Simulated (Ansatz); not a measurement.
Input for Ansatz (a first-principles code): U-CCSD(T)/def2-SVP on FISi (SMILES F[Si]I), a point of a bond scan (R = 6.786 Å). Elements past Kr take the def2 small-core potentials; no spin–orbit coupling. The run froze 15 orbitals, filled d shells among them.

Ansatz 0.2 input:
```yaml
crystal:
  periodic: [false, false, false]
  atoms:
    - {symbol: Si, position_ang: [0.72542197, 1.01948837, 1.18893518]}
    - {symbol: F, position_ang: [1.16092642, 2.16371902, 0.14351064]}
    - {symbol: I, position_ang: [-2.28286759, -3.45228179, -2.93494562]}
basis:
  gaussian:
    orbitals: def2-SVP
correlation: {method: ccsd_t, electrons: outside_noble_gas}
scf: {omitted_lower_state_checks: [cluster_reference]}
magnetization: {spin_polarized: true, initial_magnetization: 0}
```

Program output:

```
WARN ansatz: RAYON_NUM_THREADS=1 ignored (pool sized by the plan → 1); use --threads N
Functional definition: HF
these checks for a lower state are left out or cut short: cluster_reference
integrals: 0.04 GiB planned
628 factors; integrals over basis functions are off by at most 5.3e-4 eV
mean field: 0.22 GiB planned
mean field evaluation 1: about -18630.0939 eV, gradient 2.0e1 eV
mean field evaluation 2: about -18630.0960 eV, gradient 2.0e1 eV
mean field evaluation 4: about -18631.1235 eV, gradient 1.4e1 eV
mean field evaluation 8: about -18632.3054 eV, gradient 5.2e-1 eV
mean field evaluation 16: about -18632.5478 eV, gradient 5.4e-1 eV
mean field evaluation 32: about -18632.5612 eV, gradient 9.4e-1 eV
mean field evaluation 64: about -18635.2013 eV, gradient 3.7e-3 eV
mean field evaluation 96: about -18635.2022 eV, gradient 2.0e-5 eV
mean field evaluation 128: about -18635.2020 eV, gradient 4.1e-3 eV
mean field evaluation 160: about -18635.2010 eV, gradient 8.3e-3 eV
mean field evaluation 192: about -18635.1906 eV, gradient 7.1e-1 eV
mean field evaluation 224: about -18635.2003 eV, gradient 4.7e-1 eV
mean field evaluation 256: about -18634.7111 eV, gradient 5.8e0 eV
mean field evaluation 288: about -18635.2022 eV, gradient 5.5e-4 eV
mean field evaluation 320: about -18635.1982 eV, gradient 5.7e-2 eV
mean field evaluation 352: about -18635.2020 eV, gradient 4.4e-4 eV
mean field evaluation 384: about -18635.1826 eV, gradient 9.2e-1 eV
mean field evaluation 416: about -18632.4992 eV, gradient 1.1e0 eV
mean field evaluation 448: about -18635.2022 eV, gradient 1.2e-10 eV
mean field -18635.20216519 eV, -684.8310481771 hartree, gradient 1.2e-10 eV, S^2 1.022782; 20 other end points of the search recorded, 0 dependent functions left out
15 core orbitals not correlated
reference -18635.20216519 eV, -684.8310481771 hartree; 9, 9 occupied and 34, 34 virtual orbitals, 628 factors
second order -8.79342576 eV of doubles, -0.00000000 eV of singles
coupled cluster: 0.12 GiB planned
cycle   1  -9.20019185 eV  change   -4.1e-1 eV  update   8.9e-2
cycle   2  -9.47764607 eV  change   -2.8e-1 eV  update   3.1e-2
cycle   3  -9.57363727 eV  change   -9.6e-2 eV  update   1.9e-2
cycle   4  -9.57191169 eV  change    1.7e-3 eV  update   4.7e-3
cycle   5  -9.57157847 eV  change    3.3e-4 eV  update   1.8e-3
cycle   6  -9.57192344 eV  change   -3.4e-4 eV  update   6.4e-4
cycle   7  -9.57173600 eV  change    1.9e-4 eV  update   2.3e-4
cycle   8  -9.57175080 eV  change   -1.5e-5 eV  update   9.3e-5
cycle   9  -9.57179937 eV  change   -4.9e-5 eV  update   3.0e-5
cycle  10  -9.57179490 eV  change    4.5e-6 eV  update   1.1e-5
coupled cluster: 0.12 GiB planned
perturbative correction -0.15191452 eV, -0.0055827558 hartree
Total energy: -18644.92587462 eV, -685.1883879076 hartree
Checks for a lower state left out: cluster_reference
```

Self-consistency was reached. Its determinant has ⟨S²⟩ = 1.02, a mixture of spin states.

Cost: roughly 17 core-seconds.
